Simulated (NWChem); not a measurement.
# CH₂FNOSi; SMILES O=C=N[SiH2]F

```xyz
7

Si    -0.5089    -1.1629     0.0008
F      0.9231    -1.9461    -0.0002
N     -0.2176     0.5299    -0.0033
C      0.0564     1.7091    -0.0006
O      0.3111     2.8609     0.0013
H     -1.2415    -1.5254     1.2510
H     -1.2465    -1.5305    -1.2451
```
Atoms are numbered in this order, from 1.

Results from NWChem. Pople sets run with spherical d functions. Structure relaxed at the PBE-D3(BJ)/def2-SVP level. Total energies compare along this basis series because the functional is fixed.

```
level            basis functions  energy (Ha)  highest occupied level (eV)  orbital gap (eV)  dipole (D)
---------------  ---------------  -----------  ---------------------------  ----------------  ----------
PBE0/STO-3G                   31    -551.2295                        -5.05              9.65        2.25
PBE0/3-21G                    53    -555.2835                        -8.51              8.73        1.99
PBE0/6-31G*                   78    -558.2870                            ?                 ?           ?
PBE0/6-31+G*                  98    -558.3036                        -9.01              8.36        2.10
PBE0/6-311G**                110    -558.3904                        -8.90              8.52        2.00
PBE0/6-311++G**              132    -558.3985                        -9.03              8.32        2.14
```

Problem. Fill in the missing entries.

Solution. 
- PBE0/6-31G*, highest occupied level (eV): -8.74
- PBE0/6-31G*, orbital gap (eV): 8.61
- PBE0/6-31G*, dipole (D): 1.87
